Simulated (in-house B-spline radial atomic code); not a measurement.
RPA and G0W0 for the molybdenum ion Mo⁺, [Kr] 4d5, highest spin, as one setting changes: the share of exact exchange in the PBE hybrid start. A dash marks a level of low quasi-particle weight. Computed with an all-electron radial atomic-structure program (B-spline basis): all electrons, scalar-relativistic (spin-free one-electron X2C), finite nucleus, each spin shell either full or empty, empty states to l = 9 with an (l + 1/2)⁻⁴ tail; G0W0 by contour deformation at full frequency.

```csv
share of exact exchange in the PBE hybrid start,mean-field level (eV),G0W0 level (eV),RPA correlation (Eh)
0,-11.425,-,-3.068
0.1,-11.964,-,-3.0351
0.2,?,?,?
0.3,-13.064,-,-2.9757
0.4,-13.625,4d up -16.287,-2.9479
0.5,?,?,?
0.6,-14.768,4d up -16.353,-2.8954
0.7,-15.350,4d up -16.361,-2.8704
0.8,-15.939,4d up -16.359,-2.8462
0.9,-16.534,4d up -16.350,-2.8227
1,-17.136,4d up -16.334,-2.7998
```

(1) What belongs in the row for 0.5?

(2) What belongs in the row for 0.2?

(3) At what share of exact exchange does G0W0 leave the highest level unchanged?

## Answers

(1) mean-field level (eV): -14.193; G0W0 level (eV): 4d up -16.332; RPA correlation (Eh): -2.9212.

(2) mean-field level (eV): -12.510; G0W0 level (eV): -; RPA correlation (Eh): -3.0047.

(3) Near 0.87, where the shift changes sign (-0.421 eV at 0.8, +0.185 eV at 0.9).
